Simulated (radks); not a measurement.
Valence configurations of neutral zirconium (all share [Kr]). All-electron calculation, scalar-relativistic Kohn-Sham, PBE, spin-polarised, spherical densities, finite nucleus; open shells are filled with parallel spins first (spin-orbit coupling, left out, can overturn this in heavy ions); Fermi nuclear charge, rms radius 4.2694 fm. Program: a radial shooting solver on a logarithmic mesh with Libxc functionals. Energies are relative to 4d2 5s2; eigenvalues in eV for spin up.

[
 {"valence": "4d2 5s2", "E (eV)": "0.000", "moment (Bohr magnetons)": "2", "e(4d)": "-4.058", "e(5p)": "-", "e(5s)": "-4.700"},
 {"valence": "4d2 5s1 5p1", "E (eV)": "1.962", "moment (Bohr magnetons)": "4", "e(4d)": "-5.141", "e(5p)": "-2.372", "e(5s)": "-5.678"},
 {"valence": "4d1 5s1 5p2", "E (eV)": "5.468", "moment (Bohr magnetons)": "4", "e(4d)": "-7.573", "e(5p)": "-3.310", "e(5s)": "-7.025"},
 {"valence": "4d1 5p3", "E (eV)": "9.208", "moment (Bohr magnetons)": "4", "e(4d)": "-8.412", "e(5p)": "-3.746", "e(5s)": "-"},
 {"valence": "4d1.5 5s0.5 5p2", "E (eV)": "5.291", "moment (Bohr magnetons)": "4", "e(4d)": "-6.788", "e(5p)": "-3.087", "e(5s)": "-6.627"},
 {"valence": "4d4", "E (eV)": "1.523", "moment (Bohr magnetons)": "4", "e(4d)": "-1.924", "e(5p)": "-", "e(5s)": "-"},
 {"valence": "4d1.5 5s2 5p0.5", "E (eV)": "1.411", "moment (Bohr magnetons)": "2", "e(4d)": "-5.347", "e(5p)": "-2.151", "e(5s)": "-5.456"},
 {"valence": "4d1 5s2 5p1", "E (eV)": "3.203", "moment (Bohr magnetons)": "2", "e(4d)": "-6.646", "e(5p)": "-2.669", "e(5s)": "-6.185"},
 {"valence": "5s2 5p2", "E (eV)": "7.987", "moment (Bohr magnetons)": "2", "e(4d)": "-", "e(5p)": "-3.641", "e(5s)": "-7.571"},
 {"valence": "4d3 5s1", "E (eV)": "-0.128", "moment (Bohr magnetons)": "4", "e(4d)": "-2.860", "e(5p)": "-", "e(5s)": "-4.299"}
]

NIST lists [Kr] 4d2 5s2 as the ground configuration; this level of theory puts 4d3 5s1 lower, by 0.128 eV. The energies are those of spherical high-spin densities, not of single terms.
